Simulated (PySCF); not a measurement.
**Continuum solvent and chemical shifts**

Bonds (- single, = double, # triple, : aromatic): C1=C2, C2-C3, C3-C4, C4-C5, C5-S6, S6=O7, S6=O8, S6-O9, C5-C2. C1 carries H10, H11; C3 carries H12, H13; C4 carries H14, H15; C5 carries H16; O9 carries H17. Stereochemistry as in C=C1CC[C@H]1S(=O)(=O)O. H11 is cis to C3; H13, H15 are cis to S6 on the ring; H10 is trans to C3; H12, H14 are trans to S6 on the ring.

GIAO PBE0/pcSseg-1 in PySCF 2.14 on one PBE0-D3(BJ)/def2-SVP conformer, non-relativistic, equivalent nuclei averaged. Solvents enter as an IEF-PCM continuum (cyclohexane with ε = 2.0, chloroform with ε = 4.7) around the gas-phase geometry. Shifts are referred to TMS, CS2 computed in the same medium.

Gas phase, δ in ppm: C2 147.2, C1 124.6, C5 69.2, C3 31.7, C4 21.2, S6 334.8, H10 5.84, H11 5.56, H17 4.29, H16 3.91, H13 3.20, H12 2.65, H15 2.36, H14 2.29. Dipole moment 3.69 D.

Problem. How does each δ change in the continuum?

Solution. 
| atoms | environment | Δδ, cyclohexane | Δδ, chloroform |
| --- | --- | --- | --- |
| C2 | fully substituted alkene carbon | +0.9 | +1.9 |
| C1 | terminal =CH2 carbon | +0.4 | +0.6 |
| C5 | allylic sp3 CH bonded to S | +0.8 | +1.4 |
| C3 | allylic sp3 CH2 | +0.5 | +0.9 |
| C4 | sp3 CH2 in a ring | +0.3 | +0.6 |
| S6 | sulfonyl sulfur | +2.3 | +4.1 |
| H10 | hydrogen on a terminal =CH2 carbon | +0.01 | +0.01 |
| H11 | hydrogen on a terminal =CH2 carbon | +0.07 | +0.11 |
| H17 | hydrogen on an oxygen bonded to S | +0.44 | +0.80 |
| H16 | hydrogen on an allylic sp3 CH bonded to S | +0.17 | +0.33 |
| H13 | hydrogen on an allylic sp3 CH2 | -0.01 | -0.04 |
| H12 | hydrogen on an allylic sp3 CH2 | +0.08 | +0.15 |
| H15 | hydrogen on an sp3 CH2 in a ring | 0.00 | -0.03 |
| H14 | hydrogen on an sp3 CH2 in a ring | +0.12 | +0.23 |

Changes are relative to the gas phase. The dipole moment becomes 4.07 D in cyclohexane, 4.41 D in chloroform.

Problem. Which of the listed nuclei move most (in ppm), and what does the model miss? (N and O are left out, as their reference compounds move with the solvent too.)

Solution. S6 (sulfonyl sulfur, +4.1 ppm) in chloroform. A continuum only polarises the solute; specific hydrogen bonds, the anisotropy of aromatic solvents and changes of geometry or conformer are outside it.
